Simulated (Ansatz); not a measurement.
`[OH][Al]([F])[SH]` and `[OH][Ga]([F])[SH]` differ in one element.

Ansatz, PBE0-D4/def2-TZVP geometries, multiplicity 1. Each molecule was computed in one conformer, which needn't be the lowest.

Scalar relativity is left out up to krypton.

```
                                          property  `[OH][Al]([F])[SH]`
              HOMO–LUMO gap (PBE0/def2-TZVPP) / eV                 7.29
               HOMO energy (B3LYP/def2-TZVPP) / eV                -7.77
                LUMO energy (PBE0/def2-TZVPP) / eV                -0.76
           HOMO–LUMO gap (ωB97M-V/def2-TZVPP) / eV                11.08
             HOMO–LUMO gap (B3LYP/def2-TZVPP) / eV                 6.69
size of the dipole moment (ωB97M-V/def2-TZVPP) / D                 1.60
```

What does the change do to each property? (Estimate.)

Computed: 
```json
{"property": "HOMO–LUMO gap (PBE0/def2-TZVPP) / eV", "`[OH][Ga]([F])[SH]`": "7.01", "shift": "-0.28"}
{"property": "HOMO energy (B3LYP/def2-TZVPP) / eV", "`[OH][Ga]([F])[SH]`": "-7.96", "shift": "-0.19"}
{"property": "LUMO energy (PBE0/def2-TZVPP) / eV", "`[OH][Ga]([F])[SH]`": "-1.20", "shift": "-0.44"}
{"property": "HOMO–LUMO gap (ωB97M-V/def2-TZVPP) / eV", "`[OH][Ga]([F])[SH]`": "11.06", "shift": "-0.02"}
{"property": "HOMO–LUMO gap (B3LYP/def2-TZVPP) / eV", "`[OH][Ga]([F])[SH]`": "6.40", "shift": "-0.29"}
{"property": "size of the dipole moment (ωB97M-V/def2-TZVPP) / D", "`[OH][Ga]([F])[SH]`": "1.28", "shift": "-0.32"}
```

With PBE0 the HOMO falls by 0.16 eV and the LUMO falls by 0.44 eV, so the gap narrows by about 0.28 eV. PBE moves the HOMO by -0.14 eV and ωB97M-V by -0.19 eV. Dipoles are sizes alone; their direction can turn.

B3LYP here is the variant with VWN-RPA as its local correlation; programs differ in this.
